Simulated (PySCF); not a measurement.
## Telling isomers of C₅H₁₂Si₂ apart by NMR

A single conformation, no solvent, fast rotation and ring inversion assumed for equivalent nuclei, relativity neglected. Shielding tensors at PBE0/pcSseg-1 (GIAO); GFN2-xTB geometry; PySCF.

References, each an isolated molecule treated in the same way: $^{1}$H (σ = 31.72 ppm) and $^{13}$C (σ = 186.93 ppm) vs TMS. Where no couplings were computed, multiplicities follow the n + 1 count of equivalent neighbours, and m marks all less simple cases (inequivalent or close neighbours, rings, F or P nearby). Shifts are as computed. Against solution values, carbons near 30 ppm lie about +3 ppm off and those near 130 ppm about +5 ppm. Of 1309 compounds with measured shifts, 239 miss one by over three times the rms of a fit or turn the order of signals round; such compounds aren't used in these exercises.

(1) Tabulate the signals of `C=C(C)/C([SiH3])=C\[SiH3]`, `C#C[Si@H]([SiH3])C(C)C`, `C[C@]12C[C@H](C1)[SiH2][SiH2]2`, `CC(C)[SiH2]C#C[SiH3]` and their relative energies.

(2) What is the quickest way to tell C[C@]12C[C@H](C1)[SiH2][SiH2]2 from CC(C)[SiH2]C#C[SiH3]?

(3) What is the quickest way to tell C=C(C)/C([SiH3])=C\[SiH3] from C[C@]12C[C@H](C1)[SiH2][SiH2]2?

(4) What is the quickest way to tell C=C(C)/C([SiH3])=C\[SiH3] from C#C[Si@H]([SiH3])C(C)C?

Results:

(1) 
```json
{"SMILES": "C=C(C)/C([SiH3])=C\\[SiH3]", "carbon types": "2×C 1×CH 1×CH2 1×CH3", "δC": "171.0, 160.2, 143.6, 117.7, 25.9", "δH": "6.51 (q, 1H), 5.11 (br s, 1H), 4.93 (br s, 1H), 4.27 (s, 3H), 4.17 (d, 3H), 1.99 (s, 3H)", "E rel. (kcal/mol)": "19.8"}
{"SMILES": "C#C[Si@H]([SiH3])C(C)C", "carbon types": "1×C 2×CH 2×CH3", "δC": "105.6, 88.5, 21.6, 20.7, 20.1", "δH": "4.56 (m, 1H), 3.45 (d, 3H), 2.00 (d, 1H), 1.43 (m, 1H), 1.23 (d, 3H), 1.09 (d, 3H)", "E rel. (kcal/mol)": "22.5"}
{"SMILES": "C[C@]12C[C@H](C1)[SiH2][SiH2]2", "carbon types": "1×C 1×CH 2×CH2 1×CH3", "δC": "40.2, 34.7, 26.2, 19.0", "δH": "4.00 (m, 2H), 3.76 (m, 2H), 1.89 (m, 1H), 1.84 (m, 2H), 1.47 (s, 3H), 1.31 (m, 2H)", "E rel. (kcal/mol)": "0.0"}
{"SMILES": "CC(C)[SiH2]C#C[SiH3]", "carbon types": "2×C 1×CH 2×CH3", "δC": "117.7, 113.9, 20.8, 17.0", "δH": "4.37 (d, 2H), 4.25 (s, 3H), 1.25 (d, 6H), 1.07 (m, 1H)", "E rel. (kcal/mol)": "14.9"}
```

Energies are electronic energies at PBE0/pcSseg-1 on these geometries, without zero-point or thermal terms, each for the one conformer computed, which needn't be the lowest.

(2) Both give the same number of carbon signals, but DEPT or the intensities differ. The first has an sp3 CH2 in a ring at 40.2 ppm, the second an alkyne carbon (C) at 117.7 ppm.

(3) Count the carbon signals: 5 against 4. The first has a fully substituted alkene carbon (C) at 171.0 ppm, the second an sp3 CH2 in a ring at 40.2 ppm. In the proton spectra the most deshielded non-exchanging signals are 6.51 (q, 1H) and 4.00 (m, 2H).

(4) Both give the same number of carbon signals, but DEPT or the intensities differ. The first has a fully substituted alkene carbon (C) at 171.0 ppm, the second an alkyne carbon (C) at 88.5 ppm. Their most deshielded carbons lie at 171.0 and 105.6 ppm. In the proton spectra the most deshielded non-exchanging signals are 6.51 (q, 1H) and 4.56 (m, 1H).
